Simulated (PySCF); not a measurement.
**The potential of point charges around indan**

Species: `c1ccc2c(c1)CCC2` (indan). Coordinates (GFN2-xTB, Å) and charges (e) from the PBE0/pcSseg-1 density (PySCF):

```tsv
atom	x	y	z	Mulliken	IAO	Hirshfeld	ESP-fitted
C1	2.469	0.508	-0.179	-0.0753	-0.1567	-0.0559	-0.1612
C2	2.333	-0.831	-0.503	-0.0753	-0.1568	-0.0560	-0.1461
C3	1.087	-1.443	-0.470	-0.0422	-0.1627	-0.0560	-0.3069
C4	-0.014	-0.690	-0.116	-0.2222	-0.0016	-0.0006	+0.1598
C5	0.123	0.657	0.208	-0.2222	-0.0016	-0.0005	+0.1436
C6	1.363	1.263	0.184	-0.0421	-0.1627	-0.0560	-0.2947
C7	-1.208	1.248	0.569	-0.0765	-0.2713	-0.0702	-0.2086
C8	-2.211	0.219	0.022	-0.2248	-0.2554	-0.0653	-0.0085
C9	-1.448	-1.115	0.004	-0.0766	-0.2712	-0.0701	-0.2062
H10	3.446	0.970	-0.209	+0.0856	+0.1499	+0.0467	+0.1520
H11	3.204	-1.405	-0.784	+0.0856	+0.1499	+0.0466	+0.1484
H12	0.983	-2.488	-0.723	+0.0591	+0.1481	+0.0479	+0.1734
H13	1.472	2.307	0.440	+0.0591	+0.1481	+0.0480	+0.1720
H14	-1.289	1.332	1.656	+0.1367	+0.1421	+0.0397	+0.0824
H15	-1.357	2.242	0.145	+0.1273	+0.1433	+0.0426	+0.0757
H16	-3.122	0.170	0.616	+0.1140	+0.1373	+0.0394	+0.0323
H17	-2.486	0.490	-0.999	+0.1259	+0.1361	+0.0374	+0.0383
H18	-1.590	-1.660	0.942	+0.1369	+0.1421	+0.0397	+0.0800
H19	-1.765	-1.766	-0.811	+0.1271	+0.1432	+0.0427	+0.0744
```

Points outside the species (Å): A (4.9, -3.7, 1.1); B (0.6, 3.9, 2.7); C (-5.0, -1.9, 0.6); D (0.0, -3.5, -3.9); E (-1.2, -1.9, 4.3).

Problem. Find the potential V = 14.3996 V·Å × Σ q/r of each set of charges at these points.

Solution. In volts:

```tsv
point	nearest atom	distance (Å)	Mulliken	IAO	Hirshfeld	ESP-fitted
A	H11	3.42	-0.122	-0.018	-0.028	-0.034
B	H13	2.90	-0.006	+0.048	+0.019	+0.064
C	H16	2.80	+0.335	+0.111	+0.066	+0.080
D	H12	3.48	-0.104	-0.033	-0.011	-0.018
E	H18	3.39	-0.003	-0.083	-0.015	-0.019
```

Problem. How far are the other sets from the ESP-fitted one at these points?

Solution. Root-mean-square difference: Hirshfeld 0.022 V, IAO 0.034 V, Mulliken 0.131 V. The ESP scheme is a least-squares fit of atom-centred charges to the potential on four shells outside the van der Waals surface, with the total charge fixed.

Problem. What energy would a point charge of +2 e have at C in the field of the ESP charges, leaving out polarisation?

Solution. +0.160 eV = +15.4 kJ/mol, a repulsion.

One conformer (not necessarily the lowest) at the GFN2-xTB geometry, without solvent, vibrations or thermal averaging.

The run behind these numbers computed NMR shieldings as well. Hardware: one thread of an x86-64 server, no GPU (shared host). Cost: 56 s wall.
